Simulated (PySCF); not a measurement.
Point-charge models of `C[Si](C)(C)P1CCC1` against its computed dipole.

Coordinates (GFN2-xTB, Å) and charges (e) from the PBE0/pcSseg-1 density (PySCF):

```tsv
atom	x	y	z	Mulliken	IAO	Hirshfeld	ESP-fitted
C1	-1.890	-0.404	1.632	-0.5973	-0.7127	-0.2189	-0.7753
Si2	-0.997	0.136	0.032	+0.7328	+0.8724	+0.3510	+1.2368
C3	-2.003	1.504	-0.845	-0.5974	-0.7125	-0.2189	-0.8190
C4	-0.899	-1.380	-1.142	-0.6112	-0.7108	-0.2139	-0.8779
P5	0.918	1.147	0.724	+0.0215	+0.1609	+0.0413	-0.6417
C6	2.019	-0.359	0.966	-0.4190	-0.4233	-0.1143	+0.4555
C7	2.458	-0.353	-0.503	-0.1883	-0.2548	-0.0725	-0.5040
C8	1.936	1.045	-0.854	-0.4190	-0.4234	-0.1142	+0.4530
H9	-1.329	-1.165	2.165	+0.1336	+0.1505	+0.0374	+0.1775
H10	-2.014	0.440	2.303	+0.1419	+0.1564	+0.0382	+0.1572
H11	-2.874	-0.807	1.418	+0.1351	+0.1514	+0.0393	+0.1547
H12	-2.130	2.362	-0.193	+0.1419	+0.1563	+0.0382	+0.1670
H13	-1.506	1.850	-1.747	+0.1336	+0.1505	+0.0374	+0.1907
H14	-2.990	1.150	-1.125	+0.1351	+0.1513	+0.0393	+0.1664
H15	-0.413	-1.130	-2.080	+0.1363	+0.1492	+0.0375	+0.1965
H16	-0.349	-2.201	-0.690	+0.1363	+0.1492	+0.0374	+0.1941
H17	-1.895	-1.746	-1.378	+0.1428	+0.1560	+0.0424	+0.1776
H18	1.527	-1.265	1.316	+0.1444	+0.1343	+0.0337	-0.1255
H19	2.838	-0.124	1.647	+0.1470	+0.1466	+0.0358	-0.0237
H20	1.945	-1.125	-1.075	+0.1301	+0.1375	+0.0380	+0.1028
H21	3.532	-0.478	-0.648	+0.1282	+0.1343	+0.0364	+0.0841
H22	1.386	1.131	-1.789	+0.1444	+0.1344	+0.0338	-0.1275
H23	2.725	1.799	-0.847	+0.1470	+0.1466	+0.0358	-0.0194
```

Compute μ = Σ q r for each scheme (1 e·Å = 4.803 D) and compare with the dipole of the full density.

The full density gives (0.03, -1.17, -0.90) D, 1.48 D in size; dipole vectors point from the negative to the positive end.

```
    scheme     μx     μy     μz  size (D)  share of the full size (%)  angle to the full dipole (°)
  Mulliken  -0.70  -0.28  -0.18      0.77                          52                            66
       IAO  -0.15   0.64   0.50      0.82                          56                           171
 Hirshfeld  -0.01   0.19   0.15      0.24                          16                           180
ESP-fitted   0.08  -1.17  -0.90      1.48                         100                             2
```

Which set comes closest?

Length of the difference vector: ESP-fitted 0.05 D, Mulliken 1.36 D, Hirshfeld 1.72 D, IAO 2.30 D. Closest: ESP-fitted. ESP charges are fitted to the potential around the molecule, whose slowest-falling term is the dipole's. 

What is left for the Hirshfeld atoms' own dipoles?

The shares of the density sum to the whole, so what Σ q r misses lies in dipoles about the nuclei. The atomic dipoles sum to (0.03, -1.17, -0.90) − (-0.01, 0.19, 0.15) = (0.04, -1.36, -1.05) D, 1.72 D in size.

With the origin at the mean of the coordinates, (0.000, 0.001, -0.118) Å, which are the largest single terms, by size, of the IAO dipole along the direction of the full one?

C4 -5.80, C3 +2.71, C1 +2.71, H17 +1.58, H16 +1.49 D; all 23 atoms together -0.81 D. The single terms depend on the origin, their sum doesn't.

Give the size of the full dipole in other units.

1.48 D = 0.583 au = 0.309 e·Å = 4.94 × 10⁻³⁰ C·m.

One conformer (not necessarily the lowest) at the GFN2-xTB geometry, without solvent, vibrations or thermal averaging.

The values belong to the conformer `[CH3:1][Si:2]([CH3:3])([CH3:4])[P:5]1[CH2:6][CH2:7][CH2:8]1`: C1–Si2–P5–C6 84°.
